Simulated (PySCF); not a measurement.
Match the calculated data to a structure.

All candidates are C7H10F3P.

* NMR, other nuclei: isotropic shieldings of nuclei other than C and H, by class: 258 (3 F), 264 (1 P) ppm [GIAO PBE0/pcSseg-1]
* 1H NMR: chemical shifts (computed TMS as zero) by class: 2.16 (2 H), 2.15 (2 H), 1.98 (6 H) ppm [GIAO PBE0/pcSseg-1]
* Rotational structure: rotational constants A, B, C: 1.660, 0.374, 0.347 GHz [GFN2-xTB]
* 13C NMR: chemical shifts (computed TMS as zero) by class: 268.7 (1 C), 135.6 (1 C), 123.6 (1 C), 39.6 (1 C), 30.7 (1 C), 24.5 (2 C) ppm [GIAO PBE0/pcSseg-1]
* Dipole: 2.91 D [PBE0/pcSseg-1]

Gas-phase values; electronic properties from PySCF, density fitting. Levels stand in brackets. One conformer (not necessarily the lowest) at the GFN2-xTB geometry, without solvent, vibrations or thermal averaging. Each NMR value is the plain mean over a class of atoms that symmetry, rotation or inversion makes alike.

Problem. Which candidate is it?
A. `CC#CP(C(C)C)C(F)(F)F`
B. `CC1=C(C(F)(F)F)CP(C)C1`
C. `CC(C)=C=PCCC(F)(F)F`

Solution. C. It is `CC(C)=C=PCCC(F)(F)F`. Numbering: `[CH3:1][C:2]([CH3:3])=[C:4]=[P:5][CH2:6][CH2:7][C:8]([F:9])([F:10])[F:11]`. 7 carbons fall into 6 classes; from least to most shielded: central carbon of cumulated double bonds [C4] (268.7 ppm), CF3 carbon [C8] (135.6 ppm), outer carbon of cumulated double bonds [C2] (123.6 ppm), chain CH2 carbon [C7] (39.6 ppm), sp3 carbon bound to phosphorus [C6] (30.7 ppm), methyl carbon [C1/C3] (24.5 ppm, 2 C). Hydrogen classes from least to most shielded: 2 H on a chain CH2 carbon, C7 (2.16 ppm), 2 H on an sp3 carbon bound to phosphorus, C6 (2.15 ppm), 6 H on 2 methyl carbons, C1/C3 (1.98 ppm). The other shieldings belong to: 258 ppm, fluorine of a CF3 group [F9/F10/F11]; 264 ppm, phosphorus bonded to 2 C [P5]. The optimised geometry has point group C1 and is an asymmetric top.

The others, at the same levels:
- `CC#CP(C(C)C)C(F)(F)F` fails: its computed 13C shifts are 141.3 (1 C), 114.7 (1 C), 78.7 (1 C), 33.8 (1 C), 21.2 (2 C), 6.1 (1 C) ppm, 1H shifts are 2.63 (1 H), 2.23 (3 H), 1.30 (6 H) ppm and rotational constant A is 1.049 GHz (against 1.660 GHz).
- `CC1=C(C(F)(F)F)CP(C)C1` fails: it has 7 carbon classes against 6; its computed 13C shifts are 156.2 (1 C), 134.0 (1 C), 133.6 (1 C), 45.4 (1 C), 38.7 (1 C), 20.6 (1 C), 13.9 (1 C) ppm, 1H shifts are 2.67 (2 H), 2.41 (2 H), 2.17 (3 H), 0.95 (3 H) ppm and rotational constant A is 1.539 GHz (against 1.660 GHz).

Each candidate is one conformer, not necessarily the lowest. Dipoles, sizes and rotational constants follow the conformer. The torsions of the flexible species, by atom-mapped SMILES:
- `[CH3:1][C:2]([CH3:3])=[C:4]=[P:5][CH2:6][CH2:7][C:8]([F:9])([F:10])[F:11]`: C4–P5–C6–C7 100°, P5–C6–C7–C8 -178°, C6–C7–C8–F9 -59°
- `[CH3:1][C:2]#[C:3][P:4]([CH:5]([CH3:6])[CH3:7])[C:8]([F:9])([F:10])[F:11]`: C3–P4–C5–C6 68°, C3–P4–C8–F9 178°

The conformers of `CC1=C(C(F)(F)F)CP(C)C1` aren't listed.
